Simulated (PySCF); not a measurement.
**Trend along group 4: MBr molecules**

PBE0 with triple-zeta basis sets in PySCF, for the lowest determinant that a PBE0 search found; no spin–orbit coupling. De refers to high-spin ground-configuration atoms. A positive dipole means M(−)Br(+).

| M | basis | state (unpaired electrons) | Re (Å) | ωe (cm⁻¹) | De (eV) | μ (D) |
| --- | --- | --- | --- | --- | --- | --- |
| Ti | def2-TZVPP | quartet (σ ↑, π ↑, δ ↑) | 2.415 | 306 | n/a | -4.08 |
| Zr | x2c-TZVPPall | quartet (σ ↑, π ↑, δ ↑) | 2.513 | 264 | n/a | -3.51 |
| Hf | def2-TZVPPD | doublet (δ ↑) | 2.465 | 248 | n/a | -1.62 |

The shortest bond is that of TiBr (2.415 Å), the longest that of ZrBr (2.513 Å).

The rows differ in basis set, which adds steps of its own.

The state changes along the series, so neighbouring rows are not always alike in their bonding.

De is left out where the level can put another filling of the metal’s s and d shells below the measured ground configuration, by anything from nothing to about 1 eV. Spin–orbit coupling is left out, which matters for elements this heavy, above all for dissociation energies. The state is the lowest single determinant that the PBE0 search found; with open d or f shells the true ground state can be another one.
